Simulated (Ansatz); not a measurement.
`[I][GeH2][I]` and `[OH][GeH2][I]` differ in one atom or group.

Ansatz, PBE0-D4/def2-TZVP geometries, multiplicity 1. Each molecule was computed in one conformer, which needn't be the lowest.

Elements past krypton have def2 core potentials. Scalar relativity is left out up to krypton.

```json
{"property": "LUMO energy (B3LYP/def2-TZVPP) / eV", "`[I][GeH2][I]`": "-2.15"}
{"property": "HOMO energy (PBE/def2-TZVPP) / eV", "`[I][GeH2][I]`": "-6.57"}
{"property": "HOMO energy (ωB97M-V/def2-TZVPP) / eV", "`[I][GeH2][I]`": "-9.74"}
{"property": "HOMO–LUMO gap (B3LYP/def2-TZVPP) / eV", "`[I][GeH2][I]`": "5.26"}
{"property": "LUMO energy (PBE0/def2-TZVPP) / eV", "`[I][GeH2][I]`": "-1.90"}
{"property": "HOMO energy (B3LYP/def2-TZVPP) / eV", "`[I][GeH2][I]`": "-7.42"}
```

Question: Give the same properties after the change, and the shifts. (An estimate is asked.)

Answer: Ansatz gave: 
```json
{"property": "LUMO energy (B3LYP/def2-TZVPP) / eV", "`[OH][GeH2][I]`": "-1.21", "shift": "0.94"}
{"property": "HOMO energy (PBE/def2-TZVPP) / eV", "`[OH][GeH2][I]`": "-6.52", "shift": "0.05"}
{"property": "HOMO energy (ωB97M-V/def2-TZVPP) / eV", "`[OH][GeH2][I]`": "-9.81", "shift": "-0.07"}
{"property": "HOMO–LUMO gap (B3LYP/def2-TZVPP) / eV", "`[OH][GeH2][I]`": "6.23", "shift": "0.97"}
{"property": "LUMO energy (PBE0/def2-TZVPP) / eV", "`[OH][GeH2][I]`": "-0.92", "shift": "0.98"}
{"property": "HOMO energy (B3LYP/def2-TZVPP) / eV", "`[OH][GeH2][I]`": "-7.43", "shift": "-0.01"}
```

The zero-point energy changes by 34.4 kJ/mol with +3 modes.

B3LYP here is the variant with VWN-RPA as its local correlation; programs differ in this.

Spin–orbit coupling is left out; it splits and shifts lone-pair levels of the heavy atoms by tenths of an eV.
